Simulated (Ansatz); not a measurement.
Geometry optimisation, RHF/def2-SVP (Ansatz 0.2.0).

input.yaml

```yaml
crystal:
  periodic: [false, false, false]
  atoms:
    - { symbol: C, position_ang: [0.5396, -1.798, 0.2083] }
    - { symbol: Te, position_ang: [1.1566, -0.0992, -0.9917] }
    - { symbol: C, position_ang: [-0.6629, 1.022, -0.6073] }
    - { symbol: F, position_ang: [-1.6634, 0.2406, -0.8372] }
    - { symbol: Cl, position_ang: [-0.6796, 2.4327, -1.6804] }
    - { symbol: Te, position_ang: [-0.6463, 1.6916, 1.4467] }
    - { symbol: H, position_ang: [-0.439, -2.1389, -0.2048] }
    - { symbol: H, position_ang: [0.3833, -1.4111, 1.24] }
    - { symbol: H, position_ang: [1.2587, -2.5402, 0.2077] }
    - { symbol: H, position_ang: [0.8361, 2.5495, 1.2216] }
basis:
  gaussian: { orbitals: def2-SVP }
hamiltonian:
  xc: hf
relax:
  f_tol: 0.015
  max_steps: 40
```

Command:

```bash
$ ansatz run input.yaml --threads 2 --pin off --max-ram 3072MiB --backend cpu --events-out ev --progress --plain --runs-dir out
```

Question: Where does it end, and by what steps?

Answer: It converged. After 11 steps the energy has fallen by 0.391 eV; H8 moved furthest, 0.27 Å.

```
step  energy less start (eV)  largest force component (eV/Å)  accepted
   0                  0.0000                           2.962       yes
   1                 -0.1718                           1.253       yes
   2                 -0.3474                           0.416       yes
   3                 -0.3660                           0.416       yes
   4                 -0.3832                           0.149       yes
   5                 -0.3893                           0.088       yes
   6                 -0.3902                           0.057       yes
   7                 -0.3905                           0.019       yes
   8                 -0.3907                           0.020       yes
   9                 -0.3909                           0.027       yes
  10                 -0.3910                           0.027       yes
  11                 -0.3910                           0.009       yes
```

```xyz
10
Properties=species:S:1:pos:R:3
C 0.553 -1.788 0.236
Te 1.104 -0.213 -1.122
C -0.600 1.058 -0.641
F -1.740 0.375 -0.848
Cl -0.562 2.419 -1.793
Te -0.782 1.763 1.427
H -0.465 -2.100 0.022
H 0.649 -1.452 1.264
H 1.236 -2.615 0.048
H 0.690 2.500 1.410
```

Whether the end is a true minimum wasn't checked by a vibrational analysis.

Time of the run: 52 s on 2 threads of Arm Neoverse V1 (shared host), peak memory 0.44 GiB.
